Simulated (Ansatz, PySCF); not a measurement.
C4H5O3, doublet, geometry from GFN2-xTB. Base run: PBE/cc-pVDZ (PySCF).

PySCF was given this input:
```python
from pyscf import gto, scf, dft

mol = gto.Mole()
mol.atom = '''
    C    -2.343438    0.719451   -0.089278
    C    -1.016772    0.131084    0.168713
    C    -0.561702   -1.271335   -0.077613
    O     0.847396   -1.143369   -0.124755
    C     1.201217    0.150495    0.024826
    O     2.316758    0.557490    0.023362
    O     0.103199    0.919185    0.177826
    H    -2.388729    1.714259    0.346304
    H    -3.119451    0.093486    0.346234
    H    -2.548062    0.811784   -1.162745
    H    -0.831970   -1.970450    0.727661
    H    -0.926440   -1.693699   -1.028799
'''
mol.basis = 'cc-pvdz'
mol.charge = 0
mol.spin = 1
mol.verbose = 4
mol.build()

mf = dft.UKS(mol)
mf.xc = 'pbe'
mf.kernel()
```

The same geometry, method and basis name were run in Ansatz (a program for electronic structure) and PySCF, at each program's defaults and at the settings that a row names. The base is PySCF at its defaults. Differences at the defaults can come from grids, fitting, cores and function types together.

```csv
code and settings,ΔE vs base (µEh),basis functions,E (Eh),SCF cycles,dipole (D)
"PySCF, defaults (exact integrals, its default grid, spherical functions)",0.0,123,-380.65951,14,4.57
"Ansatz, defaults (factorised integrals, its default grid, spherical functions)",-5.0,123,-380.65951,-,-
"PySCF, density fitting with def2-universal-jkfit",-134,123,-380.65964,14,4.57
"PySCF, fine grid",-0.6,123,-380.65951,14,4.57
"Ansatz, high accuracy",-0.6,123,-380.65951,-,-
```

Open shells are given as the SCF converged; they aren't shown to be the lowest states, and a large step between rows can be another state.
